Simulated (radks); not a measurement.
The lithium anion Li-, [He] 2s2, held by a Watson sphere: a shell of charge +1 at radius R that stands for the Madelung well of a crystal (potential energy -1/R inside, -1/r outside, in hartree with lengths in bohr). Method: scalar-relativistic Kohn-Sham, LDA (Slater exchange, VWN5 correlation), spin-unpolarised, spherical densities, point nucleus; computed with a radial shooting solver on a logarithmic mesh with Libxc functionals. Response by self-consistent Sternheimer equations with the Hartree and adiabatic LDA kernel, the relativistic mass of each level held fixed and spin-orbit coupling left out. The sphere does not respond.

R (bohr) = 2.3: e(1s) (eV) -51.688; e(2s) (eV) -4.450; <r> 2s (bohr) 3.326; sum of <r^2> (bohr^2) 27.00; X-ray form factor at sin(theta)/lambda = 0.3 1/angstrom 1.467; alpha (bohr^3) 94.35
R (bohr) = 2.98: e(1s) (eV) -50.434; e(2s) (eV) -4.109; <r> 2s (bohr) 3.575; sum of <r^2> (bohr^2) 30.88; X-ray form factor at sin(theta)/lambda = 0.3 1/angstrom 1.478; alpha (bohr^3) 117.9
R (bohr) = 3.05: e(1s) (eV) -50.358; e(2s) (eV) -4.073; <r> 2s (bohr) 3.601; sum of <r^2> (bohr^2) 31.31; X-ray form factor at sin(theta)/lambda = 0.3 1/angstrom 1.479; alpha (bohr^3) 120.8
R (bohr) = 3.29: e(1s) (eV) -50.145; e(2s) (eV) -3.948; <r> 2s (bohr) 3.691; sum of <r^2> (bohr^2) 32.82; X-ray form factor at sin(theta)/lambda = 0.3 1/angstrom 1.483; alpha (bohr^3) 131.2
R (bohr) = 3.51: e(1s) (eV) -49.996; e(2s) (eV) -3.835; <r> 2s (bohr) 3.772; sum of <r^2> (bohr^2) 34.24; X-ray form factor at sin(theta)/lambda = 0.3 1/angstrom 1.486; alpha (bohr^3) 141.5
